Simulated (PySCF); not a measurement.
**Two-component Hartree-Fock for Ti (titanium, neutral)**

Start: [Ar] 3d2 4s2; 3d5/2 filled at m_j = +3/2, +5/2. Calculated with PySCF 2.14 in x2c-SVPall-2c with one added diffuse shell each of s, d type (6s5p4d1f, 48 functions): generalised Hartree-Fock with the X2C-1e Hamiltonian and a Gaussian nucleus; one run each with spin-orbit coupling (SO) switched off, then screened by Boettger's factors. This is a chosen level, not necessarily the ground level.

```
spinor shell  electrons  ε, spin-free (eV)  ε, screened SO (eV)  weight of nominal j (screened SO)  rms radius, screened SO (bohr)
       1s1/2          2            -5016.2              -5016.2                              1.000                          0.0805
       2s1/2          2            -588.94              -588.95                              1.000                           0.350
       2p1/2          2            -484.89              -488.74                              0.997                           0.318
       2p3/2          4            -484.89              -483.00                              0.998                           0.321
       3s1/2          2            -79.090              -79.098                              1.000                            1.08
       3p3/2          4            -48.965              -49.498                              0.854                            1.19
       3p1/2          2            -48.965              -47.925                              0.708                            1.18
       3d5/2          2            -11.823              -11.813                              0.897                            1.67
       4s1/2          2             -6.058               -6.059                              1.000                            4.05
```

```
   quantity   spin-free  screened SO
E (hartree)  -852.62336   -852.62682
        M_J           4            4
       ⟨J²⟩      20.015       20.016
       ⟨L²⟩      12.008       12.009
       ⟨S²⟩       2.007        2.007
```

Each row is a mean over spinors that exchange with the open shell spreads, by up to 7.173 eV (3p3/2).

Rows whose weight is well below 1 are mixtures of j = l ± 1/2: exchange outweighs spin-orbit coupling there, and the label is only the starting occupation.

Without spin-orbit coupling the j labels of p, d and f shells carry no meaning; the spin-free column gives the mean over the occupied spinors of each nl shell.
